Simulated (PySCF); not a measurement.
A GIAO shielding run with PySCF 2.14 (density fitting, scalar relativity only through the core potential, gas phase) on `[S]=[Nb]([Cl])([Cl])[Cl]`, Cl3NbS:

```
{"job": {"kind": "nmr", "xc": "PBE0", "basis": {"default": "pcSseg-1", "Nb": "def2-TZVP"}}, "charge": 0, "multiplicity": 1}
Nb    -0.006331     0.000665    -0.001655
S      0.037665    -0.028764     2.115378
Cl     2.138175     0.012994    -0.739039
Cl    -1.092344     1.886813    -0.656746
Cl    -1.077175    -1.871717    -0.717927
```

Hardware: 1 thread of an Arm Neoverse V2, shared host. The job also computes population analyses, field gradients.

Question: How large is the calculation?

Answer: 80 electrons, 136 basis functions and 851 auxiliary functions.

Question: How long does it take?

Answer: 11 s of wall time, with 16 SCF cycles and 5 response iterations. Times on a shared host scatter by some tens of per cent.

Question: And these other runs on the same molecule and hardware: GIAO shielding at B3LYP/pcSseg-1 (def2-TZVP on Nb)?

Answer: B3LYP/pcSseg-1 (def2-TZVP on Nb): 136 functions, 12 s.
